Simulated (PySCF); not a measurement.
C₃H₆OSi, SMILES C(#C)[SiH2]CO.

Geometry: TPSSh-D3(BJ)/def2-SVP. The structure was generated by enumeration, and PubChem lists no compound with its InChIKey, so it may never have been made. The values are those of a single conformer.

All values below come from PBE/def2-TZVP (PySCF).

```json
{
 "total_energy": "-482.26193 hartree",
 "highest_occupied_level": "-6.45 eV",
 "lowest_empty_level": "-1.06 eV",
 "orbital_gap": "5.39 eV",
 "dipole_moment": "1.82 D",
 "quadrupole, principal values (traceless, Buckingham form, about the centre of nuclear charge)": "-8.31, -0.86, 9.17 D·Å",
 "mean_static_polarisability": "66.1 bohr³ (9.80 Å³)",
 "polarisability_principal_values": "52.2, 60.5, 85.8 bohr³"
}
```
